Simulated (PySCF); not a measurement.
Computed shifts of a molecule C4H6ClF, PBE/pcSseg-1 in PySCF, GIAO, gas phase, atoms alike by connectivity averaged where their shifts nearly agree, in ppm (number of nuclei): ¹⁹F: -194.9 (1). ¹³C: 101.8 (1), 68.9 (1), 30.2 (1), 28.1 (1). ¹H: 4.96 (1), 4.32 (1), 2.56 (1), 2.47 (1), 1.99 (1), 1.67 (1). References: ¹⁹F against CFCl3 (σ = 133.6 ppm); ¹³C against TMS (σ = 182.0 ppm); ³⁵Cl against HCl (σ = 936.5 ppm); ¹H against TMS (σ = 31.49 ppm), references at their B3LYP-D3(BJ)/def2-TZVP geometries, non-relativistic (without spin–orbit terms, shifts of atoms bonded to Cl or Br come out too high). Geometry: B3LYP-D3(BJ)/def2-SVP. The values are those of a single conformer.

Question: Which structure fits?
A. F[C@H]1C[C@@H](Cl)C1
B. CC/C(Cl)=C\F
C. CC(C)=C(F)Cl
D. F[C@@H]1CC[C@H]1Cl

Answer: D, F[C@@H]1CC[C@H]1Cl
